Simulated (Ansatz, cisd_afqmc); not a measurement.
Species: CH₅Ga, charge 0, singlet. CH5Ga (SMILES [CH3][GaH2]).
B3LYP-D3(BJ)/def2-TZVP minimum from Ansatz (an electronic-structure program):
```
C
H 1 1.0893
H 1 1.0914 2 109.27
H 1 1.0940 2 108.19 3 116.15
Ga 1 1.9794 2 112.43 4 120.37
H 5 1.5753 1 121.23 2 -14.04
H 5 1.5760 6 118.91 1 179.15
```

Atomisation energy term by term, kcal/mol (programs: Ansatz, cisd_afqmc). Radicals and triplets start from unrestricted determinants; spin-orbit coupling is neglected. Correlated methods leave the cores frozen (noble-gas shells, and filled d and f shells in the p block). No relativity. AFQMC is phaseless with a CISD trial state; ± is one standard error, without the phaseless bias. Outlying blocks are dropped, and bars are widened where a walk drifts. Over all cases where full CI ran beside it in this data, AFQMC minus full CI had a median of +0.1 mEh and passed +0.4 mEh in a tenth of the cases. CBS(X,Y): correlation extrapolated as X^-3, Hartree-Fock from the larger set (Q,5: extrapolated as (X+1)exp(-9√X)). A bracket is a step between two methods taken in the basis named. For partners of very few electrons the exact lower level stands in for a higher one.

```
term                               basis  kcal/mol
------------------  --------------------  --------
Hartree-Fock        CBS(cc-pVQZ,cc-pV5Z)    382.05
CCSD correlation    CBS(cc-pVQZ,cc-pV5Z)    111.94
(T)                 CBS(cc-pVQZ,cc-pV5Z)      4.54
CCSDT(Q) - CCSD(T)               cc-pVTZ      0.13
CCSDTQ - CCSDT(Q)                cc-pVDZ      0.00
sum: De                                      498.7
```

The step beyond CCSD(T) by other levels: CCSDTQ in cc-pVDZ 0.27; AFQMC/CISD in cc-pVDZ -0.04 ± 0.19; CCSDT(Q) in cc-pVDZ 0.28 kcal/mol.
